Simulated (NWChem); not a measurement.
System: C$_{3}$H$_{5}$NO; SMILES C/N=C\C=O

NWChem input:

```
start job
memory heap 200 mb stack 900 mb global 1100 mb
geometry units angstroms
  C      1.966928     0.604202    -0.213811
  N      1.255158    -0.633195    -0.097612
  C      0.003549    -0.715992     0.026968
  C     -0.995455     0.381144     0.082140
  O     -2.178123     0.197205     0.203625
  H      1.656275     1.171718    -1.094512
  H      1.827156     1.238569     0.664510
  H      3.024956     0.360080    -0.307307
  H     -0.412469    -1.716058     0.105454
  H     -0.582404     1.404840     0.003292
end
basis spherical
  * library 6-31g*
end
dft
  xc b3lyp
  iterations 150
end
driver
  maxiter 120
end
task dft optimize
task dft freq
```

Parts of the log:

```
             Northwest Computational Chemistry Package (NWChem) 7.3.0
             --------------------------------------------------------

 CS  symmetry detected

                             Geometry "geometry" -> ""
                             -------------------------

 Output coordinates in angstroms (scale by  1.889725989 to convert to a.u.)

  No.       Tag          Charge          X              Y              Z
 ---- ---------------- ---------- -------------- -------------- --------------
    1 C                    6.0000     0.61151930    -1.89406346     0.00000000
    2 N                    7.0000    -0.64128569    -1.19998154     0.00000000
    3 C                    6.0000    -0.74995585     0.05584146     0.00000000
    4 C                    6.0000     0.32720515     1.07784171     0.00000000
    5 O                    8.0000     0.11876681     2.26268312     0.00000000
    6 H                    1.0000     1.20817012    -1.65771508    -0.88428328
    7 H                    1.0000     1.20817012    -1.65771508     0.88428328
    8 H                    1.0000     0.38909159    -2.96096842     0.00000000
    9 H                    1.0000    -1.75918993     0.45685219     0.00000000
   10 H                    1.0000     1.36001185     0.68023398     0.00000000

 Effective nuclear repulsion energy (a.u.)     158.5081564359

      Symmetry information
      --------------------

 Group name             Cs
 Group number              2
 Group order               2
 No. of unique centers     9

                                Z-matrix (autoz)
                                --------

 Units are Angstrom for bonds and degrees for angles

[...]

      ----------------------
      Optimization converged
      ----------------------

  Step       Energy      Delta E   Gmax     Grms     Xrms     Xmax
  ---- ---------------- -------- -------- -------- -------- --------
@    5    -247.24872520 -1.9D-07  0.00007  0.00002  0.00051  0.00130
                                     ok       ok       ok       ok

                                Z-matrix (autoz)
                                --------

 Units are Angstrom for bonds and degrees for angles

[...]

 Rotational Constants
 --------------------
 A=   0.570680 cm-1  (  0.821063 K)
 B=   0.096593 cm-1  (  0.138973 K)
 C=   0.083921 cm-1  (  0.120741 K)

 Temperature                      =   298.15K
 frequency scaling parameter      =   1.0000

 Zero-Point correction to Energy  =   48.882 kcal/mol  (  0.077898 au)
 Thermal correction to Energy     =   52.035 kcal/mol  (  0.082923 au)
 Thermal correction to Enthalpy   =   52.627 kcal/mol  (  0.083867 au)

 Total Entropy                    =   71.819 cal/mol-K
   - Translational                =   38.681 cal/mol-K (mol. weight =  71.0371)
   - Rotational                   =   25.348 cal/mol-K (symmetry #  =        1)
   - Vibrational                  =    7.790 cal/mol-K

 Cv (constant volume heat capacity) =   16.182 cal/mol-K
   - Translational                  =    2.979 cal/mol-K
   - Rotational                     =    2.979 cal/mol-K
   - Vibrational                    =   10.223 cal/mol-K

[normal modes left out]

 ----------------------------------------------------------------------------
 Normal Eigenvalue ||           Projected Infra Red Intensities
  Mode   [cm**-1]  || [atomic units] [(debye/angs)**2] [(KM/mol)] [arbitrary]
 ------ ---------- || -------------- ----------------- ---------- -----------
    1     -138.205 ||    0.000000           0.000         0.000       0.000
    2       -0.000 ||    0.000504           0.012         0.491       0.340
    3       -0.000 ||    0.000007           0.000         0.007       0.005
    4       -0.000 ||    0.000711           0.016         0.693       0.480
    5       -0.000 ||    0.000017           0.000         0.017       0.012
    6       -0.000 ||    0.002911           0.067         2.838       1.965
    7        0.000 ||    0.001639           0.038         1.598       1.107
    8      123.025 ||    0.014613           0.337        14.246       9.865
    9      234.306 ||    0.005513           0.127         5.374       3.722
   10      388.849 ||    0.006111           0.141         5.958       4.126
   11      431.217 ||    0.025435           0.587        24.795      17.171
   12      615.848 ||    0.005766           0.133         5.621       3.893
   13      848.439 ||    0.004349           0.100         4.240       2.936
   14      950.947 ||    0.010088           0.233         9.834       6.810
   15     1034.041 ||    0.001885           0.043         1.838       1.273
   16     1098.390 ||    0.016079           0.371        15.675      10.855
   17     1120.410 ||    0.001913           0.044         1.865       1.292
   18     1172.568 ||    0.004237           0.098         4.131       2.861
   19     1367.908 ||    0.002827           0.065         2.756       1.909
   20     1426.629 ||    0.002981           0.069         2.906       2.013
   21     1450.668 ||    0.013550           0.313        13.209       9.147
   22     1517.761 ||    0.000658           0.015         0.641       0.444
   23     1542.170 ||    0.007597           0.175         7.406       5.128
   24     1729.474 ||    0.011449           0.264        11.161       7.729
   25     1803.238 ||    0.132555           3.058       129.221      89.486
   26     2959.388 ||    0.064806           1.495        63.176      43.750
   27     3035.680 ||    0.032852           0.758        32.026      22.178
   28     3096.226 ||    0.021944           0.506        21.392      14.814
   29     3127.069 ||    0.023008           0.531        22.430      15.533
   30     3135.257 ||    0.028377           0.655        27.663      19.157
 ----------------------------------------------------------------------------

 ===============================================================================
      Negative Nuclear Hessian Mode    1  Eigenvalue =   -138.21 cm**(-1)
 -------------------------------------------------------------------------------
   Raw step length:  0.514 angstroms ;  The Raw step for this mode is:
    1 C                    6.0000     0.00000000     0.00000001    -0.00515789
    2 N                    7.0000    -0.00000000    -0.00000000     0.02475785
    3 C                    6.0000    -0.00000001    -0.00000000     0.00233217
    4 C                    6.0000    -0.00000000    -0.00000000    -0.02050114
    5 O                    8.0000     0.00000001    -0.00000000    -0.00500236
    6 H                    1.0000     0.14041796     0.21844766     0.15021625
    7 H                    1.0000    -0.14041796    -0.21844763     0.15021626
    8 H                    1.0000     0.00000001     0.00000001    -0.28575605
    9 H                    1.0000    -0.00000001    -0.00000000     0.03000837
   10 H                    1.0000    -0.00000001    -0.00000001    -0.03153886

  Geometry after  100.0% step for mode  1; Step length =  0.514 angstroms
   Maximum component (any atom: x,y, or z) displacement:  0.540
    1 C                    6.0000     0.61107761    -1.89203228    -0.00515789
    2 N                    7.0000    -0.68889362    -1.21901163     0.02475785
    3 C                    6.0000    -0.77203952     0.05248949     0.00233217
    4 C                    6.0000     0.34119715     1.05605736    -0.02050114
    5 O                    8.0000     0.11830085     2.24988513    -0.00500236
    6 H                    1.0000     1.34494228    -1.42458108    -0.73874829
    7 H                    1.0000     1.06410636    -1.86147637     1.03918080
    8 H                    1.0000     0.44218626    -2.97169285    -0.28575605
    9 H                    1.0000    -1.76776013     0.50608791     0.03000837
   10 H                    1.0000     1.37938622     0.66728321    -0.03153886

  Geometry after -100.0% step for mode  1; Step length =  0.514 angstroms
   Maximum component (any atom: x,y, or z) displacement:  0.540
    1 C                    6.0000     0.61107760    -1.89203230     0.00515789
    2 N                    7.0000    -0.68889362    -1.21901163    -0.02475785
    3 C                    6.0000    -0.77203950     0.05248949    -0.00233217
    4 C                    6.0000     0.34119716     1.05605737     0.02050114
    5 O                    8.0000     0.11830084     2.24988514     0.00500236
    6 H                    1.0000     1.06410636    -1.86147640    -1.03918079
    7 H                    1.0000     1.34494228    -1.42458110     0.73874828
    8 H                    1.0000     0.44218625    -2.97169287     0.28575605
    9 H                    1.0000    -1.76776011     0.50608791    -0.03000837
   10 H                    1.0000     1.37938624     0.66728323     0.03153886

  Geometry after   50.0% step for mode  1; Step length =  0.257 angstroms
   Maximum component (any atom: x,y, or z) displacement:  0.270
    1 C                    6.0000     0.61107760    -1.89203229    -0.00257895
    2 N                    7.0000    -0.68889362    -1.21901163     0.01237892
    3 C                    6.0000    -0.77203951     0.05248949     0.00116608
    4 C                    6.0000     0.34119715     1.05605737    -0.01025057
    5 O                    8.0000     0.11830085     2.24988514    -0.00250118
    6 H                    1.0000     1.27473330    -1.53380491    -0.81385641
    7 H                    1.0000     1.13431534    -1.75225255     0.96407267
    8 H                    1.0000     0.44218626    -2.97169285    -0.14287802
    9 H                    1.0000    -1.76776012     0.50608791     0.01500419
   10 H                    1.0000     1.37938623     0.66728321    -0.01576943

  Geometry after  -50.0% step for mode  1; Step length =  0.257 angstroms
   Maximum component (any atom: x,y, or z) displacement:  0.270
    1 C                    6.0000     0.61107760    -1.89203229     0.00257895
    2 N                    7.0000    -0.68889362    -1.21901163    -0.01237892
    3 C                    6.0000    -0.77203951     0.05248949    -0.00116608
    4 C                    6.0000     0.34119715     1.05605737     0.01025057
    5 O                    8.0000     0.11830084     2.24988514     0.00250118
    6 H                    1.0000     1.13431534    -1.75225257    -0.96407266
    7 H                    1.0000     1.27473330    -1.53380492     0.81385641
    8 H                    1.0000     0.44218625    -2.97169286     0.14287802
    9 H                    1.0000    -1.76776012     0.50608791    -0.01500419
   10 H                    1.0000     1.37938623     0.66728323     0.01576943

  Geometry after   37.0% step for mode  1; Step length =  0.191 angstroms
   Maximum component (any atom: x,y, or z) displacement:  0.200
    1 C                    6.0000     0.61107760    -1.89203229    -0.00191033
    2 N                    7.0000    -0.68889362    -1.21901163     0.00916956
    3 C                    6.0000    -0.77203951     0.05248949     0.00086376
    4 C                    6.0000     0.34119715     1.05605737    -0.00759301
    5 O                    8.0000     0.11830085     2.24988514    -0.00185272
    6 H                    1.0000     1.25653091    -1.56212229    -0.83332895
    7 H                    1.0000     1.15251773    -1.72393517     0.94460012
    8 H                    1.0000     0.44218626    -2.97169286    -0.10583545
    9 H                    1.0000    -1.76776012     0.50608791     0.01111420
   10 H                    1.0000     1.37938623     0.66728322    -0.01168105

  Geometry after  -37.0% step for mode  1; Step length =  0.191 angstroms
   Maximum component (any atom: x,y, or z) displacement:  0.200
    1 C                    6.0000     0.61107760    -1.89203229     0.00191033
    2 N                    7.0000    -0.68889362    -1.21901163    -0.00916956
    3 C                    6.0000    -0.77203951     0.05248949    -0.00086376
    4 C                    6.0000     0.34119715     1.05605737     0.00759301
    5 O                    8.0000     0.11830084     2.24988514     0.00185272
    6 H                    1.0000     1.15251773    -1.72393518    -0.94460012
    7 H                    1.0000     1.25653091    -1.56212230     0.83332895
    8 H                    1.0000     0.44218625    -2.97169286     0.10583545
    9 H                    1.0000    -1.76776012     0.50608791    -0.01111420
   10 H                    1.0000     1.37938623     0.66728323     0.01168105

  Geometry after   18.5% step for mode  1; Step length =  0.095 angstroms
   Maximum component (any atom: x,y, or z) displacement:  0.100
    1 C                    6.0000     0.61107760    -1.89203229    -0.00095516
    2 N                    7.0000    -0.68889362    -1.21901163     0.00458478
    3 C                    6.0000    -0.77203951     0.05248949     0.00043188
    4 C                    6.0000     0.34119715     1.05605737    -0.00379650
    5 O                    8.0000     0.11830085     2.24988514    -0.00092636
    6 H                    1.0000     1.23052762    -1.60257551    -0.86114675
    7 H                    1.0000     1.17852103    -1.68348196     0.91678233
    8 H                    1.0000     0.44218626    -2.97169286    -0.05291772
    9 H                    1.0000    -1.76776012     0.50608791     0.00555710
   10 H                    1.0000     1.37938623     0.66728322    -0.00584052

  Geometry after  -18.5% step for mode  1; Step length =  0.095 angstroms
   Maximum component (any atom: x,y, or z) displacement:  0.100
    1 C                    6.0000     0.61107760    -1.89203229     0.00095516
    2 N                    7.0000    -0.68889362    -1.21901163    -0.00458478
    3 C                    6.0000    -0.77203951     0.05248949    -0.00043188
    4 C                    6.0000     0.34119715     1.05605737     0.00379650
    5 O                    8.0000     0.11830084     2.24988514     0.00092636
    6 H                    1.0000     1.17852102    -1.68348196    -0.91678233
    7 H                    1.0000     1.23052762    -1.60257552     0.86114674
    8 H                    1.0000     0.44218626    -2.97169286     0.05291772
    9 H                    1.0000    -1.76776012     0.50608791    -0.00555710
   10 H                    1.0000     1.37938623     0.66728322     0.00584052
```

Level: B3LYP/6-31G* (spherical d). The optimisation ended at a saddle point (imaginary frequency).
